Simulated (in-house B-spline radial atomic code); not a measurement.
A fraction x of an electron is removed from 4p in Te⁵⁺, starting from [Kr] 4d10 5s1 and keeping the highest spin. Method: scalar-relativistic (X2C) BP86, spin-polarised, spherical fractional occupations, Fermi nucleus of rms radius 4.7423 fm. Calculated with an all-electron radial atomic-structure program (B-spline basis).

| x | E(x) - E(0) (eV) | 4p down level (eV) |
| --- | --- | --- |
| 0 | 0.0000 | -172.065 |
| 0.1 | 17.3184 | -174.303 |
| 0.23 | 40.1676 | -177.226 |
| 0.36 | 63.3977 | -180.162 |
| 0.42 | 74.2482 | -181.522 |
| 0.5 | ? | ? |
| 0.57 | 101.7323 | -184.935 |
| 0.69 | 124.0890 | -187.679 |
| 0.8 | 144.8724 | -190.203 |
| 0.88 | ? | ? |
| 1 | 183.3740 | -194.818 |

(1) What belongs in the row x = 0.5?

(2) What belongs in the row x = 0.88?

(3) Check Janak's theorem between x = 0.1 and 0.23.

Answers

(1) An energy change of 88.8426 eV; 4p down at -183.340 eV.

(2) An energy change of 160.1623 eV; 4p down at -192.045 eV.

(3) The slope of the energy is 175.76 eV; the orbital levels give 175.76 eV (-ε of the emptying orbital, averaged over the two points).
